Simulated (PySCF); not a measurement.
**Exercise with solution: refractive index and permittivity of the vapour**

N,N-disilylmethanamine (CH9NSi2), SMILES CN([SiH3])[SiH3].

Coordinates come from a ωB97X-D3(BJ)/def2-SVP optimisation.

ωB97X/def2-TZVP (PySCF) gives a mean static polarisability of 71.6 bohr³ and a dipole moment of 0.86 D. Take an ideal gas at 298.15 K and 1 bar, whether or not the substance is that volatile.

Problem. Work out n − 1 in the optical limit and the static ε − 1.

Solution. 
Polarisability volume α' = 71.6 × 0.148185 = 10.61 Å³. Number density N = p/kT = 2.43e-5 Å⁻³.
Dilute limit of Lorentz–Lorenz: n − 1 = 2π N α' = 0.0016.
Orientation term of Debye: μ²/(3kT) = 8.098 Å³ × μ²(D²) = 5.99 Å³.
ε − 1 = 4π N (α' + μ²/3kT) = 0.0051. Orientation of the dipole supplies 36 % of the static response; it can't follow optical fields. Vibrational polarisation and dispersion are left out.
